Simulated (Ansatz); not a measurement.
`F[CH]([SiH3])[Al]([F])[Cl]` + CH₃NH₂ → `C[NH][Al]([F])[Cl]` + `FC[SiH3]` at 298.15 K and 1 bar (ligand exchange at the Al–C bond).

Isolated molecules relaxed with PBE0-D4/def2-TZVP in Ansatz; ΔE leaves out vibrations. CBS: MP2 limit from def2 TZ/QZ plus the TZ coupled-cluster correction, frozen cores. Each species was taken in one conformer, which may not be the lowest.

```json
{"species": "`F[CH]([SiH3])[Al]([F])[Cl]`", "CCSD(T)/CBS energy (Eh)": "-1231.04760", "H − E (kJ/mol)": "152.3", "S (J/(mol·K))": "407.5"}
{"species": "CH₃NH₂", "CCSD(T)/CBS energy (Eh)": "-95.75281", "H − E (kJ/mol)": "180.0", "S (J/(mol·K))": "240.4"}
{"species": "`C[NH][Al]([F])[Cl]`", "CCSD(T)/CBS energy (Eh)": "-896.93383", "H − E (kJ/mol)": "175.7", "S (J/(mol·K))": "352.0"}
{"species": "`FC[SiH3]`", "CCSD(T)/CBS energy (Eh)": "-429.90570", "H − E (kJ/mol)": "157.3", "S (J/(mol·K))": "287.8"}
```

H − E and S are ideal-gas, rigid-rotor, harmonic terms from PBE0-D4/def2-TZVP, for one conformer and one mirror image of each species. 1 Eh = 2625.50 kJ/mol, R = 8.31446 J/(mol·K).

Task: By hand: ΔE, ΔH, ΔS and ΔG.

Result: ΔE = (-896.93383) + (-429.90570) − (-1231.04760) − (-95.75281) = -0.03912 Eh = -102.7 kJ/mol. Δ(H − E) = 175.7 + 157.3 − 152.3 − 180.0 = 0.7, so ΔH = -102.0 kJ/mol. ΔS = 352.0 + 287.8 − 407.5 − 240.4 = -8.1 J/(mol·K). ΔG = -102.0 − 298.15 × (-8.1)/1000 = -99.6 kJ/mol.

Task: By hand: the equilibrium constant, and the temperature at which ΔG would vanish if ΔH and ΔS stayed fixed.

Result: log₁₀ K = −ΔG/(RT ln 10) = 17.4. ΔG = 0 at ΔH/ΔS = 12593 K, far beyond where these terms or the molecules hold.

The number of gas molecules stays the same, so ΔS is small and ΔH decides. A doubt of 5 kJ/mol in ΔE shifts log₁₀ K by 0.9 here. Other conformers and mirror images would add mixing entropy, several J/(mol·K) or more a flexible species. Modes under 60 cm⁻¹, often nearly free rotors, make the harmonic entropy too high. These are equilibria of isolated gas molecules and say nothing of rates. Largest T1 diagnostic: 0.012 (customary marks: 0.02 for closed shells, 0.045 for open ones).
